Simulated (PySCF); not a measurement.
Atoms are numbered as in `[CH3:1][CH2:2][O:3][BH:4][c:5]1[cH:6][cH:7][cH:8][cH:9][cH:10]1`; H(Xn) means a hydrogen on atom n.

[PySCF 2.14.0 with density-fitted response routines: coordinates at the PBE0-D3(BJ)/def2-SVP level; CAM-B3LYP/pcSseg-1 with gauge-including orbitals; no solvent; one conformer; no relativistic terms; averaged over atoms made equivalent by symmetry, fast rotation or ring inversion]

**Question.** List the cross peaks expected in HSQC, COSY and HMBC spectra.

**Answer.** 

HSQC (one-bond C–H):
| δH | δC |
| --- | --- |
| 8.01 (H(C6)/H(C10)) | 146.9 (C6/C10) |
| 7.52 (H(C8)) | 141.9 (C8) |
| 7.44 (H(C7)/H(C9)) | 136.2 (C7/C9) |
| 4.26 (H(C2)) | 71.6 (C2) |
| 1.36 (H(C1)) | 20.7 (C1) |

COSY cross peaks (H two or three bonds apart, from the bond graph; peaks can be absent where the dihedral angle is near 90°):
| δH | δH |
| --- | --- |
| 8.01 (H(C6)/H(C10)) | 7.44 (H(C7)/H(C9)) |
| 7.52 (H(C8)) | 7.44 (H(C7)/H(C9)) |
| 4.26 (H(C2)) | 1.36 (H(C1)) |

HMBC (two and three bonds, from the bond graph):
| δH | δC |
| --- | --- |
| 8.01 (H(C6)/H(C10)) | 146.9 (C6/C10), 145.4 (C5), 141.9 (C8), 136.2 (C7/C9) |
| 7.52 (H(C8)) | 146.9 (C6/C10), 136.2 (C7/C9) |
| 7.44 (H(C7)/H(C9)) | 146.9 (C6/C10), 145.4 (C5), 141.9 (C8), 136.2 (C7/C9) |
| 5.42 (H(B4)) | 146.9 (C6/C10), 145.4 (C5), 71.6 (C2) |
| 4.26 (H(C2)) | 20.7 (C1) |
| 1.36 (H(C1)) | 71.6 (C2) |

Scale: TMS for ¹H (31.33 ppm) and ¹³C (182.45 ppm) (reference shieldings calculated alike).

Short H···H contacts in this conformer between protons four or more bonds apart (candidates for NOE cross peaks, intensity ∝ r⁻⁶): H(C2)···H(B4) 2.32 Å, H(B4)···H(C6) 2.60 Å.

Hydrogens on boron are broadened and split by ¹¹B (spin 3/2, 80 %) and 10B (spin 3). A carbon bonded to boron is broadened by the quadrupolar boron nucleus and is often missing from a measured spectrum. Shifts are as computed, not scaled to solution data. Of 1313 compounds with measured shifts, 239 miss one by over three times the rms of a fit or turn the order of signals round; such compounds aren't used in these exercises.
